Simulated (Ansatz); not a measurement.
Born–Oppenheimer molecular dynamics of C$_{2}$H$_{7}$BFNSi (13 atoms, charge 0, multiplicity 1). It goes on from the last frame of an earlier run, with new velocities.

All numbers below come from RKS r2SCAN/STO-3G (Ansatz).

```json
{
  "ensemble": "NVT, Nosé–Hoover chain",
  "time step": "0.25 fs",
  "steps asked": "250",
  "set temperature": "300 K",
  "thermostat": "time constant 50 fs, chain length 1",
  "seed": "927417"
}
```

First frame:

```xyz
13
Properties=species:S:1:pos:R:3
C -1.450 1.536 -1.035
B -0.568 1.711 0.286
N 0.053 0.557 0.768
C 0.335 -0.694 0.893
F -0.505 -1.534 1.557
Si 1.966 -1.504 0.541
H -2.445 1.364 -0.589
H -1.627 2.400 -1.741
H -1.171 0.591 -1.575
H -0.389 2.768 0.820
H 1.881 -2.936 0.252
H 2.561 -0.748 -0.503
H 2.823 -1.245 1.682
```

How far do the bonds stretch over the last three quarters of this one trajectory? (Pairs bonded in most of those frames.)


```
   bond  mean (Å)  spread (Å)  shortest  longest
  C1–B2     1.590       0.017      1.56     1.62
  C1–H7     1.103       0.030      1.05     1.15
  C1–H8     1.103       0.026      1.06     1.15
  C1–H9     1.098       0.009      1.08     1.12
  B2–N3     1.377       0.015      1.35     1.40
 B2–H10     1.181       0.015      1.16     1.20
  N3–C4     1.293       0.011      1.27     1.31
  C4–F5     1.388       0.014      1.36     1.41
 C4–Si6     1.926       0.018      1.90     1.96
Si6–H11     1.451       0.036      1.40     1.50
Si6–H12     1.454       0.044      1.38     1.52
Si6–H13     1.448       0.024      1.41     1.49
```

Mean temperature of the second half: 342 K. The conserved energy stayed within 0.034 meV per atom of its start (net change 0.015 meV per atom), so the integration is sound. The mean temperature of the second half is 14 % above the set value. A run of 0.062 ps of so small a system gives no equilibrium averages. Limits of this set-up: minimal basis.

Time of the run: 7 min on 1 thread of Intel(R) Xeon(R) 6975P-C (Granite Rapids) (shared host), peak memory 0.11 GiB.
